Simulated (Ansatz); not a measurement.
Species: methylaminoboronic acid, CH6BNO2, net charge 0, singlet state. SMILES: CNB(O)O
Structure (B3LYP-D3(BJ)/def2-TZVP (Ansatz, a quantum-chemistry and plane-wave program) minimum search):
```
N
H 1 1.0057
B 1 1.4228 2 119.38
O 3 1.3752 1 122.75 2 -173.41
H 4 0.9593 3 114.46 1 4.27
O 3 1.3771 4 114.73 5 -176.25
H 6 0.9593 3 114.63 4 -176.32
C 1 1.4507 2 114.07 3 -172.86
H 8 1.0909 1 110.60 2 -34.11
H 8 1.0926 9 106.45 1 120.00
H 8 1.0963 9 107.88 10 115.73
```
Charge 0, spin multiplicity 1.

Property: atomisation energy (electronic, to ground-state atoms), in kJ/mol. Cores are frozen in the correlated levels unless marked. UHF or UKS for open shells. Spin-orbit coupling is left out. No relativistic terms. The coupled-cluster limit lacks core correlation, which all-electron functionals hold. Basis-set limits of correlation are two-point, X^-3; Hartree-Fock from the larger set.

```csv
level,program,atomisation energy (kJ/mol)
B3LYP/def2-TZVPD,Ansatz,4462.4
CAM-B3LYP/def2-TZVPD,Ansatz,4505.4
B2GP-PLYP/def2-TZVPD,Ansatz,[?]
SCS-MP2/STO-3G,Ansatz,4041.4
SCS-MP2/aug-cc-pVTZ,Ansatz,4462.5
"CCSD(T)/CBS(aug-cc-pVTZ,aug-cc-pVQZ)",Ansatz,[?]
```

Problem. Complete the blanks.

Solution. 
- B2GP-PLYP/def2-TZVPD, atomisation energy (kJ/mol): 4423.8
- CCSD(T)/CBS(aug-cc-pVTZ,aug-cc-pVQZ), atomisation energy (kJ/mol): 4486.6
